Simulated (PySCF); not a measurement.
Where the electron goes

Species: C7H8FN.
SMILES with atom numbers: `[N:1]#[C:2][C@@H:3]1[CH2:4][C@@H:5]2[CH2:6][C@@H:7]([F:8])[C@H:9]12` (hydrogens: H10 on C3; H11, H12 on C4; H13 on C5; H14, H15 on C6; H16 on C7; H17 on C9)

The calculation used PySCF, TDDFT PBE0/def2-SVPD, vertical, gas phase, core orbitals frozen in the response. Isolated species at its GFN2-xTB geometry, gas phase.

Frontier orbitals with the atoms that hold most of them (Löwdin shares over 4%, at most four atoms; ? is withheld):

```tsv
orbital	ε (eV)	atoms
LUMO+2	0.79	C2 14%, C3 11%, H10 9%, N1 8%
LUMO+1	0.34	N1 23%, C2 20%, C3 11%, C9 10%
LUMO	?	H10 13%, C3 11%, H12 10%, C4 10%
HOMO	-8.68	?
HOMO-1	-8.77	?
HOMO-2	-9.31	N1 25%, C2 17%, C3 10%, C4 10%
HOMO-3	-9.52	C5 15%, N1 13%, C9 12%, C4 10%
```

Question: Give the leading atoms of the HOMO.

Answer: C9 (bonded to 3 C and H) 18%; C5 (bonded to 3 C and H) 17%; C6 (bonded to 2 C and 2 H) 12%; C7 (bonded to 2 C, F and H) 10%.

Question: Which atoms hold the HOMO-1, and with what shares?

Answer: C9 (bonded to 3 C and H) 15%; F8 (bonded to C) 14%; C7 (bonded to 2 C, F and H) 13%; C5 (bonded to 3 C and H) 11%. By element: carbon 39% or more, fluorine 14%.

Question: What is the LUMO energy, and the HOMO–LUMO gap?

Answer: ε(LUMO) = 0.13 eV; the gap is 8.80 eV (0.3235 hartree).

Question: How does S1 compare with the orbital gap of 8.80 eV?

Answer: S1 is at 7.42 eV (f = 0.0008), 1.38 eV below the gap, made of HOMO→LUMO+1 (32%), HOMO-1→LUMO (17%), HOMO→LUMO (13%). Its leading pair isn't HOMO and LUMO; the energies of that pair differ by 9.02 eV. 

Next come S2 at 7.57 eV (f 0.0046), HOMO→LUMO (73%), HOMO-1→LUMO (12%); S3 at 7.64 eV (f 0.0005), HOMO-1→LUMO (50%), HOMO→LUMO+1 (31%); S4 at 7.84 eV (f 0.0032), HOMO-1→LUMO+1 (56%), HOMO-2→LUMO (15%); S5 at 7.93 eV (f 0.0005), HOMO→LUMO+1 (25%), HOMO-2→LUMO+1 (14%), HOMO-1→LUMO+1 (12%).

Löwdin shares depend on the basis, the more so with diffuse functions.

The run took 86 s of wall time on an Arm Neoverse V1 with one thread, on a shared host.
